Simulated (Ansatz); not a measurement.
All numbers were calculated with Ansatz.

A structure relaxed at PBE0-D4/def2-TZVP, charge 0, multiplicity 1:

```xyz
14

B    -1.4889    1.8625    0.3111
C    -0.5406    0.6760    0.1127
C    -0.7160   -0.5197    0.8261
C     0.1385   -1.5935    0.6500
C     1.1926   -1.4916   -0.2491
C     1.3920   -0.3209   -0.9697
C     0.5329    0.7484   -0.7882
H    -2.3998    1.7846    1.0851
H    -1.3256    2.8758   -0.3064
H    -1.5405   -0.5947    1.5275
H    -0.0106   -2.5105    1.2086
H     1.8643   -2.3316   -0.3892
H     2.2169   -0.2491   -1.6694
H     0.6848    1.6647   -1.3491
```

(1) Give its formula and SMILES.

(2) Point group (tolerance 0.08 Å, 0.16 Å for H)?

(3) Summarise the bond lengths by kind.

Results:

(1) C6H7B, `Bc1ccccc1`.

(2) C2v.

(3) 1 × B–C 1.532 Å; 2 × B–H 1.198 Å; 6 × C–C 1.384 to 1.403 Å; 5 × C–H 1.084 to 1.085 Å.
